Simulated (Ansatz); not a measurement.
A ladder of methods for GeH3F (fluorogermane)

The species is GeH3F (5 atoms), meant as a singlet with charge 0. As SMILES, `[F][GeH3]`. The shape is that of a PBE0-D4/def2-TZVP optimisation.

```xyz
5

F    -1.0465    0.4743    1.1622
Ge    0.0682   -0.0416   -0.0728
H     1.3310   -0.5120    0.6586
H    -0.6278   -1.1780   -0.8312
H     0.3251    1.1836   -0.9581
```

Each level gives the energy change with the Ge2–H3 bond stretched from 1.533 to 1.917 Å (eV). The values are calculated.

| level | kind | program | value (eV) | less FCI/STO-3G | CPU time (all runs) |
| --- | --- | --- | --- | --- | --- |
| SVWN5/STO-3G (restricted) | LDA | Ansatz | 1.32 | +0.11 | 1.7 s |
| BLYP/STO-3G (restricted) | GGA | Ansatz | 1.24 | +0.03 | 2.6 s |
| r2SCAN/STO-3G (restricted) | meta-GGA | Ansatz | 1.34 | +0.13 | 6.5 s |
| r2SCAN0/STO-3G (restricted) | hybrid meta-GGA | Ansatz | 1.43 | +0.22 | 6.7 s |
| HSE06/STO-3G (restricted) | range-separated hybrid | Ansatz | 1.37 | +0.16 | 3.1 s |
| wB97X/STO-3G (restricted) | range-separated hybrid | Ansatz | 1.44 | +0.23 | 11 s |
| B2PLYP/STO-3G (restricted) | double hybrid | Ansatz | 1.38 | +0.17 | 3.8 s |
| BCCD(T)/STO-3G (restricted) | coupled cluster or CI | Ansatz | 1.21 | 0.00 | 0.61 s |
| CCSDTQ/STO-3G (restricted) | coupled cluster or CI | Ansatz | 1.21 | 0.00 | 40 s |
| FCI/STO-3G | exact in the basis | Ansatz | 1.21 | 0.00 | 26 s |

FCI/STO-3G is exact within its basis and frozen core, so for wave-function methods in that basis the difference is their error; functionals converge differently with the basis, so for them it is only a difference. All-electron rows without a relativistic Hamiltonian named are non-relativistic. The first shape isn't each level's own minimum. The values span 1.21 to 1.44 eV. All rows use very small basis sets, so even the best lies far from the true value. In the correlated wave-function rows the outer d shell of Ge is correlated, in sets not made for it. Times are those of the runs behind each value, whatever else they computed, on shared processors of several kinds: orders of magnitude only.
